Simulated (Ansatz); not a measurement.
Input for Ansatz (a program for electronic structure): U-r2SCAN/def2-TZVPPD on HKO (SMILES [OH][K]), a point of a bond scan (R = 1.149 Å). Files ending in .json are basis or fitting sets from the Basis Set Exchange.

Ansatz 0.2 input:
```yaml
crystal:
  periodic: [false, false, false]
  atoms:
    - {symbol: K, position_ang: [-0.00000000, -0.00000000, -0.74842630]}
    - {symbol: O, position_ang: [0.00000000, 0.00000000, 1.47363496]}
    - {symbol: H, position_ang: [0.00000000, 0.00000000, 2.62249708]}
basis:
  gaussian:
    orbitals: def2-TZVPPD.json
hamiltonian:
  xc: {name: r2SCAN}
magnetization: {spin_polarized: true, initial_magnetization: 0}
```

Program output:

```
WARN ansatz: RAYON_NUM_THREADS=1 ignored (pool sized by the plan → 1); use --threads N
Functional definition: r2SCAN
integrals: 0.03 GiB planned
573 factors; their error is unknown
mean field: 0.30 GiB planned
mean field evaluation 1: about -18376.7765 eV, gradient 5.2e1 eV
mean field evaluation 2: about -18213.7759 eV, gradient 1.2e2 eV
mean field evaluation 4: about -18386.0511 eV, gradient 1.5e1 eV
mean field evaluation 8: about -18386.9113 eV, gradient 1.0e-1 eV
mean field evaluation 16: about -18386.8929 eV, gradient 7.9e-5 eV
mean field -18386.89294712 eV, -675.7058527232 hartree, gradient 7.9e-5 eV, S^2 0.000000; 0 other end points of the search recorded, 0 dependent functions left out
reference -18386.89296984 eV, -675.7058535579 hartree; 14, 14 occupied and 79, 79 virtual orbitals, 573 factors
Total energy: -18386.89296984 eV, -675.7058535579 hartree
```

The calculation finished and met its thresholds.

Cost: about 5 core-seconds (a rough figure).
